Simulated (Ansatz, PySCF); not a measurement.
C9H6N4, SMILES C1=CC2=CC=NC3=CC=NC(=N1)N23.

Coordinates come from a PBE0-D3(BJ)/def2-SVP optimisation.

Vertical ionisation energy (IE) and electron affinity (EA) in eV. Rows of orbital energies are one-electron estimates. Where ΔSCF, EOM or ADC give a negative EA the extra electron is unbound and the value depends on the basis.

```json
[
 {"level": "−ε(HOMO), −ε(LUMO), CAM-B3LYP/def2-SVP (PySCF)", "IE": "6.64", "EA": "1.24"},
 {"level": "−ε(HOMO), −ε(LUMO), PBE/def2-SVP (PySCF)", "IE": "4.91", "EA": "3.11"},
 {"level": "ΔSCF, PBE/def2-SVPD (Ansatz), final states of multiplicity 2 and 2", "IE": "7.36", "EA": "0.91"}
]
```

What vertical singlet–triplet gap does ΔSCF give with CAM-B3LYP/def2-SVPD (Ansatz, a quantum-chemistry and plane-wave program) and with PBE/def2-SVPD (Ansatz)? (An estimate is asked for; the answer gives what the named calculation found.)

1.96 and 1.75 eV (triplet above singlet where positive).
